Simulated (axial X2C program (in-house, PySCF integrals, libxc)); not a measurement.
**InI: cheaper levels and CCSD(T), two-component**

Computed with an axial X2C code built on PySCF integrals. Two-component (2c) means X2C with spin–orbit coupling and atomic mean-field two-electron Coulomb and Gaunt terms. Basis: I dyall-cv3z [11s12p8d4f1g], In dyall-cv3z [11s12p9d4f1g] (cores contracted in-house); Gaussian nuclei, density fitting, unrestricted open shells. Masses: I 126.904 u, In 114.904 u.

State: Ω = 0 (closed shell); fragments I + In.

| level | Re (Å) | ωe (cm⁻¹) | De (eV) |
| --- | --- | --- | --- |
| PBE0 | 2.776 | 172.7 | n/a |
| HF | 2.817 | 166.2 | 2.14 |
| MP2 | 2.798 | 173.8 | 3.19 |
| CCSD | 2.803 | 172.1 | 2.99 |
| PBE50 | 2.756 | 177.6 | n/a |

Correlated methods: 10 electrons correlated (number of frozen shells: I 4 s, 3 p, 2 d; In 4 s, 3 p, 2 d), 308 virtual spin orbitals or spinors in MP2, 90 natural virtuals in coupled cluster.

CCSD(T), same Hamiltonian and basis:

Re = 2.803 Å, ωe = 172.5 cm⁻¹, De = 3.08 eV; T1 = 0.012 (Lee–Taylor normalisation).

(1) Give the differences from CCSD(T) in the columns below.

The state is a single determinant with fixed occupations, the lowest that a limited PBE0 search found. The closed shell is kept restricted, so the energy runs too high when the bond is stretched far. Dissociation energies refer to the lowest single-determinant-based atoms at the same level and basis. De is not given where an atomic determinant may have missed its ground term or J level, or where the truncated virtual space spoils (T). Coupled cluster ran in a truncated set of natural virtual spinors; the MP2 energy of the rest was added. (T) has no such correction and the atoms are truncated less, which lowers De at CCSD(T) by a hundredth of an eV or more. Without a current term, density functionals place determinants with orbital angular momentum somewhat too high. With the outer-core shells frozen, correlated bond lengths of heavy atoms tend to come out a few hundredths of an ångström too long.

Results:

(1) 

| level | ΔRe (Å) | Δωe (cm⁻¹) | ΔDe (eV) |
| --- | --- | --- | --- |
| PBE0 | -0.027 | 0.2 | n/a |
| HF | 0.014 | -6.3 | -0.94 |
| MP2 | -0.005 | 1.3 | 0.11 |
| CCSD | 0.000 | -0.4 | -0.09 |
| PBE50 | -0.047 | 5.1 | n/a |
